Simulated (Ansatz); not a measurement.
A further run on trans-CrF2(H2O)4 (CrO₄F₂H₈).

```yaml
crystal:
  periodic: [false, false, false]
  atoms:
    - {symbol: Cr, position_ang: [-0.000015, 0.000610, -0.000137]}
    - {symbol: F, position_ang: [0.594526, -0.704316, 1.709556]}
    - {symbol: F, position_ang: [-0.594352, 0.704806, -1.710316]}
    - {symbol: O, position_ang: [2.264453, 0.250504, 0.112643]}
    - {symbol: H, position_ang: [2.758640, -0.409035, -0.393040]}
    - {symbol: H, position_ang: [2.032460, -0.185770, 0.973818]}
    - {symbol: O, position_ang: [-2.263827, -0.252084, -0.114621]}
    - {symbol: H, position_ang: [-2.032173, 0.189199, -0.973170]}
    - {symbol: H, position_ang: [-2.758134, 0.404318, 0.394836]}
    - {symbol: O, position_ang: [0.165333, 2.146145, 0.210684]}
    - {symbol: H, position_ang: [-0.107399, 2.145604, -0.736378]}
    - {symbol: H, position_ang: [1.125949, 2.285620, 0.197230]}
    - {symbol: O, position_ang: [-0.166557, -2.145061, -0.210993]}
    - {symbol: H, position_ang: [-1.126969, -2.285730, -0.195703]}
    - {symbol: H, position_ang: [0.108075, -2.144810, 0.735570]}
basis:
  gaussian: {orbitals: def2-SVPD, final_grid: {core_spheres: 20, valence_spheres: 16, degree: 47}}
magnetization: {spin_polarized: true, initial_magnetization: 2}
hamiltonian: {xc: {name: B3LYP5}}
output: {forces: true}
```

```sh
$ ansatz run in.yaml --threads 4 --pin off --events-out ev --progress --plain --max-ram 8704MiB
```

It prints (some lines left out):

```
Functional definition: B3LYP5
2102 factors; their error is unknown
mean field evaluation 1: about -42141.1715 eV, gradient 6.9e1 eV
mean field evaluation 2: about -42106.9620 eV, gradient 1.2e2 eV
mean field evaluation 4: about -42157.0637 eV, gradient 4.5e0 eV
mean field evaluation 8: about -42157.1616 eV, gradient 2.3e-1 eV
mean field evaluation 16: about -42157.4325 eV, gradient 2.6e-1 eV
mean field evaluation 32: about -42157.2845 eV, gradient 3.2e0 eV
mean field evaluation 64: about -42157.2820 eV, gradient 5.8e-1 eV
mean field -42157.43444954 eV, -1549.2571406852 hartree, gradient 6.5e-6 eV, S^2 2.571765; 9 other end points of the search recorded, 0 dependent functions left out
reference -42157.43479016 eV, -1549.2571532026 hartree; 42, 40 occupied and 194, 196 virtual orbitals, 2102 factors
Total energy: -42157.43479016 eV, -1549.2571532026 hartree
Atom 0 at    -0.000015     0.000610    -0.000137 Å, force    -0.001756    -0.008236    -0.005012 eV/Å
Atom 1 at     0.594526    -0.704316     1.709556 Å, force    -0.025043     0.017374     0.287695 eV/Å
Atom 2 at    -0.594352     0.704806    -1.710316 Å, force     0.026108    -0.012599    -0.282829 eV/Å
Atom 3 at     2.264453     0.250504     0.112643 Å, force     0.072949    -0.298045     0.024181 eV/Å
Atom 4 at     2.758640    -0.409035    -0.393040 Å, force     0.027993     0.156378     0.002648 eV/Å
Atom 5 at     2.032460    -0.185770     0.973818 Å, force     0.168801     0.115929    -0.067417 eV/Å
Atom 6 at    -2.263827    -0.252084    -0.114621 Å, force    -0.075955     0.303429    -0.013705 eV/Å
Atom 7 at    -2.032173     0.189199    -0.973170 Å, force    -0.166250    -0.121875     0.055984 eV/Å
Atom 8 at    -2.758134     0.404318     0.394836 Å, force    -0.032728    -0.153572    -0.000329 eV/Å
Atom 9 at     0.165333     2.146145     0.210684 Å, force     0.158815    -0.043894    -0.190987 eV/Å
Atom 10 at    -0.107399     2.145604    -0.736378 Å, force    -0.015119     0.184101     0.148857 eV/Å
Atom 11 at     1.125949     2.285620     0.197230 Å, force    -0.092486     0.103066     0.085713 eV/Å
Atom 12 at    -0.166557    -2.145061    -0.210993 Å, force    -0.150794     0.039915     0.195107 eV/Å
Atom 13 at    -1.126969    -2.285730    -0.195703 Å, force     0.092591    -0.098007    -0.087740 eV/Å
Atom 14 at     0.108075    -2.144810     0.735570 Å, force     0.012874    -0.183963    -0.152167 eV/Å
Dipole moment:     0.000318     0.000244     0.002390 e Å
```

It took 78 s on 4 threads of Intel Xeon 6975P-C on a shared host, peak host memory 2 GiB.

The charge 0 triplet is spin-contaminated (final ⟨S²⟩ up to 2.57, 2.00 for a pure state).
